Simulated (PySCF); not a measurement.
PySCF job for GaH₃Se, SMILES [GaH2][SeH], ADC(2)/aug-cc-pVDZ. The structure is a stationary point at PBE0-D3(BJ)/def2-TZVP.

```python
import numpy as np
from pyscf import gto, scf, dft, adc

mol = gto.M(
    atom='''
    Ga    0.00223591   -1.17600289    0.00000000
    H    -1.39708901   -1.86571572   -0.00000000
    H     1.38977374   -1.88879507   -0.00000000
    Se   -0.04357791    1.14543374   -0.00000000
    H     1.41965101    1.26585340    0.00000000
    ''',
    basis='aug-cc-pVDZ',
    charge=0,
    spin=0,
    max_memory=1600,
    verbose=4,
)
mf = scf.RHF(mol)
mf.conv_tol = 1e-10
mf.max_cycle = 100
mf.kernel()
res = {}
for kind, nroots in (('ee', 6), ('ip', 6), ('ea', 2)):
    a = adc.ADC(mf).density_fit('aug-cc-pvdz-ri')
    a.method, a.method_type = 'adc(2)', kind
    e, v, p, x = a.kernel(nroots=nroots)
    res[kind] = (e * 27.211386245988, p)
for kind, (e, p) in res.items():
    print(kind, 'energies / eV', np.round(e, 3), 'strengths', np.round(p, 4))
```

It prints:

```
PySCF version 2.14.0

[INPUT] verbose = 4
[INPUT] num. atoms = 5
[INPUT] num. electrons = 68
[INPUT] charge = 0
[INPUT] spin (= nelec alpha-beta = 2S) = 0
[INPUT] symmetry False subgroup None
[INPUT] Mole.unit = angstrom
[INPUT] Symbol           X                Y                Z      unit          X                Y                Z       unit  Magmom
[INPUT]  1 Ga     0.002235910000  -1.176002890000   0.000000000000 AA    0.004225257539  -2.222323383797   0.000000000000 Bohr   0.0
[INPUT]  2 H     -1.397089010000  -1.865715720000   0.000000000000 AA   -2.640115600540  -3.525691737096   0.000000000000 Bohr   0.0
[INPUT]  3 H      1.389773740000  -1.888795070000   0.000000000000 AA    2.626291743712  -3.569305387729   0.000000000000 Bohr   0.0
[INPUT]  4 Se    -0.043577910000   1.145433740000   0.000000000000 AA   -0.082350314981   2.164556062436   0.000000000000 Bohr   0.0
[INPUT]  5 H      1.419651010000   1.265853400000   0.000000000000 AA    2.682751601362   2.392116239850   0.000000000000 Bohr   0.0

nuclear repulsion = 290.606143167647
number of shells = 33
number of NR pGTOs = 205
number of NR cGTOs = 99
basis = aug-cc-pVDZ
ecp = {}


[settings echo left out]
init E= -4323.32085164119
  HOMO = -0.309378066037831  LUMO = 0.000716235747651339  gap/eV = 8.43810
cycle= 1 E= -4324.77219030365  delta_E= -1.45  |g|= 0.249  |ddm|= 1.59
  HOMO = -0.344954751953702  LUMO = 0.0112408086446272  gap/eV = 9.69257
cycle= 2 E= -4324.79999007618  delta_E= -0.0278  |g|= 0.0946  |ddm|= 0.47
  HOMO = -0.361215055136287  LUMO = 0.0213899983363568  gap/eV = 10.41121
cycle= 3 E= -4324.80332261972  delta_E= -0.00333  |g|= 0.0253  |ddm|= 0.146
  HOMO = -0.357213396606437  LUMO = 0.02212332916756  gap/eV = 10.32228
cycle= 4 E= -4324.80374541912  delta_E= -0.000423  |g|= 0.00474  |ddm|= 0.0635
  HOMO = -0.357745852569779  LUMO = 0.0219072639003519  gap/eV = 10.33089
cycle= 5 E= -4324.80376302883  delta_E= -1.76e-05  |g|= 0.00139  |ddm|= 0.0105
  HOMO = -0.357622136199009  LUMO = 0.0218914115248579  gap/eV = 10.32709
cycle= 6 E= -4324.8037650174  delta_E= -1.99e-06  |g|= 0.000363  |ddm|= 0.00323
  HOMO = -0.357728794610894  LUMO = 0.0218965819848087  gap/eV = 10.33013
cycle= 7 E= -4324.80376515621  delta_E= -1.39e-07  |g|= 5.53e-05  |ddm|= 0.00113
  HOMO = -0.357714469569596  LUMO = 0.0218960832036212  gap/eV = 10.32973
cycle= 8 E= -4324.80376515914  delta_E= -2.93e-09  |g|= 1.43e-05  |ddm|= 0.000155
  HOMO = -0.357717721705794  LUMO = 0.0218957940687705  gap/eV = 10.32981
cycle= 9 E= -4324.80376515945  delta_E= -3.18e-10  |g|= 4.12e-06  |ddm|= 5.03e-05
  HOMO = -0.357717773402383  LUMO = 0.0218957101164832  gap/eV = 10.32981
cycle= 10 E= -4324.80376515946  delta_E= -2.73e-12  |g|= 1.17e-06  |ddm|= 1.48e-05
  HOMO = -0.357717804683751  LUMO = 0.0218957134067703  gap/eV = 10.32981
Extra cycle  E= -4324.80376515945  delta_E= 5.46e-12  |g|= 5.87e-07  |ddm|= 2.55e-06
converged SCF energy = -4324.80376515945

******** <class 'pyscf.adc.radc.RADC'> ********
******** ADC Orbital Information ********
Number of Frozen Occupied Orbitals: 0
Number of Frozen Virtual Orbitals: 0
Number of Active Occupied Orbitals: 34
Number of Active Virtual Orbitals: 65
*****************************************
******** <class 'pyscf.df.df.DF'> ********
auxbasis = aug-cc-pvdz-ri
Reference correlation energy (doubles): -0.26435378
MP2 correlation energy of reference state (a.u.) = -0.26435378

******** <class 'pyscf.adc.radc_ee.RADCEE'> ********
max_space = 12
max_cycle = 50
conv_tol = 1e-08

*************************************************************
        ADC calculation summary (singlet states only)
*************************************************************
adc(2) root 0  |  Energy (Eh) =   0.1875256408  |  Energy (eV) =   5.10283260  |  Osc. strength = 0.11582067  |  conv = True
adc(2) root 1  |  Energy (Eh) =   0.2091374747  |  Energy (eV) =   5.69092056  |  Osc. strength = 0.01150245  |  conv = True
adc(2) root 2  |  Energy (Eh) =   0.2123016336  |  Energy (eV) =   5.77702170  |  Osc. strength = 0.03649608  |  conv = True
adc(2) root 3  |  Energy (Eh) =   0.2297092366  |  Energy (eV) =   6.25070671  |  Osc. strength = 0.07581991  |  conv = True
adc(2) root 4  |  Energy (Eh) =   0.2323854410  |  Energy (eV) =   6.32352994  |  Osc. strength = 0.00048892  |  conv = True
adc(2) root 5  |  Energy (Eh) =   0.2653526449  |  Energy (eV) =   7.22061325  |  Osc. strength = 0.04826885  |  conv = True

******** <class 'pyscf.adc.radc.RADC'> ********
******** ADC Orbital Information ********
Number of Frozen Occupied Orbitals: 0
Number of Frozen Virtual Orbitals: 0
Number of Active Occupied Orbitals: 34
Number of Active Virtual Orbitals: 65
*****************************************
******** <class 'pyscf.df.df.DF'> ********
auxbasis = aug-cc-pvdz-ri
Reference correlation energy (doubles): -0.26435378
MP2 correlation energy of reference state (a.u.) = -0.26435378

******** <class 'pyscf.adc.radc_ip.RADCIP'> ********
max_space = 12
max_cycle = 50
conv_tol = 1e-08

*************************************************************
        ADC calculation summary (doublet states only)
*************************************************************
adc(2) root 0  |  Energy (Eh) =   0.3357736906  |  Energy (eV) =   9.13686751  |  Spec. factor = 1.82314575  |  conv = True
adc(2) root 1  |  Energy (Eh) =   0.3760872636  |  Energy (eV) =  10.23385571  |  Spec. factor = 1.82480775  |  conv = True
adc(2) root 2  |  Energy (Eh) =   0.4174879595  |  Energy (eV) =  11.36042602  |  Spec. factor = 1.84475694  |  conv = True
adc(2) root 3  |  Energy (Eh) =   0.4782905162  |  Energy (eV) =  13.01494787  |  Spec. factor = 1.80321502  |  conv = True
adc(2) root 4  |  Energy (Eh) =   0.5602905146  |  Energy (eV) =  15.24628148  |  Spec. factor = 1.80030316  |  conv = True
adc(2) root 5  |  Energy (Eh) =   0.7395164925  |  Energy (eV) =  20.12326874  |  Spec. factor = 0.00950030  |  conv = True

******** <class 'pyscf.adc.radc.RADC'> ********
******** ADC Orbital Information ********
Number of Frozen Occupied Orbitals: 0
Number of Frozen Virtual Orbitals: 0
Number of Active Occupied Orbitals: 34
Number of Active Virtual Orbitals: 65
*****************************************
******** <class 'pyscf.df.df.DF'> ********
auxbasis = aug-cc-pvdz-ri
Reference correlation energy (doubles): -0.26435378
MP2 correlation energy of reference state (a.u.) = -0.26435378

******** <class 'pyscf.adc.radc_ea.RADCEA'> ********
max_space = 12
max_cycle = 50
conv_tol = 1e-08

*************************************************************
        ADC calculation summary (doublet states only)
*************************************************************
adc(2) root 0  |  Energy (Eh) =   0.0007595324  |  Energy (eV) =   0.02066793  |  Spec. factor = 1.92298374  |  conv = True
adc(2) root 1  |  Energy (Eh) =   0.0234455415  |  Energy (eV) =   0.63798568  |  Spec. factor = 1.96805041  |  conv = True
ee energies / eV [5.103 5.691 5.777 6.251 6.324 7.221] strengths [0.1158 0.0115 0.0365 0.0758 0.0005 0.0483]
ip energies / eV [ 9.137 10.234 11.36  13.015 15.246 20.123] strengths [1.8231 1.8248 1.8448 1.8032 1.8003 0.0095]
ea energies / eV [0.021 0.638] strengths [1.923  1.9681]
```

The run converged.

Cost: roughly 6 core-minutes.
